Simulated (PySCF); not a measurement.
Correlation energy of Kr⁺ (krypton, charge +1)

Starting occupation: [Ar] 3d10 4s2 4p5, 4p1/2 with m_j = -1/2, +1/2, 4p3/2 with m_j = -1/2, +1/2, +3/2. Calculation: PySCF 2.14, in x2c-SVPall-2c; X2C-1e with screened-nucleus spin-orbit coupling, Gaussian nucleus. Frozen: [Ne]; 25 electrons correlated.

MP2 pair energies summed by pair of shells (mhartree):

```json
{"pair": "3d-3d", "energy": "-99.71", "share (%)": "30.2"}
{"pair": "4p-4p", "energy": "-69.35", "share (%)": "21.0"}
{"pair": "3d-3p", "energy": "-68.25", "share (%)": "20.7"}
{"pair": "4p-4s", "energy": "-29.01", "share (%)": "8.8"}
{"pair": "3p-3p", "energy": "-20.87", "share (%)": "6.3"}
{"pair": "3d-4p", "energy": "-17.86", "share (%)": "5.4"}
{"pair": "4s-4s", "energy": "-5.82", "share (%)": "1.8"}
{"pair": "3d-3s", "energy": "-5.46", "share (%)": "1.7"}
{"pair": "3p-4p", "energy": "-5.30", "share (%)": "1.6"}
{"pair": "3d-4s", "energy": "-3.51", "share (%)": "1.1"}
{"pair": "3p-3s", "energy": "-2.26", "share (%)": "0.7"}
{"pair": "3p-4s", "energy": "-1.03", "share (%)": "0.3"}
{"pair": "3s-4p", "energy": "-0.62", "share (%)": "0.2"}
{"pair": "3s-3s", "energy": "-0.55", "share (%)": "0.2"}
{"pair": "3s-4s", "energy": "-0.28", "share (%)": "0.1"}
```

Total MP2 correlation energy: -329.88 mhartree.

The GHF reference relaxed away from the jj start to a determinant that is no pure jj level (⟨S²⟩ = 0.76, ⟨J²⟩ = 3.76); the energies belong to that determinant.

This basis was not built for core-valence correlation, so the inner-shell part is incomplete.
